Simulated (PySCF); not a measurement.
**Shifts of the heteroatoms**

Bonds (- single, = double, # triple, : aromatic): B1-N2, N2-B3, N2-C4, C4-C5, C5-C6, C6-C7, C7-C4. B1 carries H8, H9; B3 carries H10, H11; C4 carries H12; C5 carries H13, H14; C6 carries H15, H16; C7 carries H17, H18. H13, H15, H18 are cis to N2 on the ring; H14, H16, H17 are trans to N2 on the ring.

Computed data (PySCF): B3LYP/pcJ-1 coupling constants (spin–dipole term only in couplings to heteroatoms), shieldings: GIAO PBE0/pcSseg-1, structure optimised with PBE0-D3(BJ)/def2-SVP. One conformer, non-relativistic, gas phase, equivalent nuclei averaged.

Q: What are the $^{15}$N shifts?

A: 
```json
{"atoms": "N2", "environment": "nitrogen bonded to C, 2 B", "σ (ppm)": "28.5", "δ (ppm)": "-176.5"}
```

Shieldings were converted by a linear fit to measured shifts: $^{15}$N: δ = -150.45 − 0.916σ (rms 7.2 ppm, 79 shifts vs CH3NO2, solution or neat liquid). Occasional misses reach two or three times the rms, and more in compound classes unlike the fitted ones. Couplings are scaled by factors fitted to measured values: $^{2}J$(H,H) × 0.91 (rms 0.6 Hz), $^{3}J$(H,H) × 0.91 (rms 0.4 Hz, 0.5 with 2 outliers); all others are unscaled and can be 10–30 % off.

Couplings (the largest are listed; each averaged over equivalent pairs): $^{1}J$(B1,N2) = -22.5 Hz, $^{1}J$(N2,C4) = -6.6 Hz, $^{2}J$(N2,H8) = -2.9 Hz, $^{3}J$(N2,C6) = -3.2 Hz, $^{3}J$(N2,H13) = -2.3 Hz. Signs are for $^{15}$N, whose magnetogyric ratio is negative.

On a 600 MHz spectrometer $^{15}$N resonates near 60.8 MHz, so 1 ppm is 60.8 Hz.
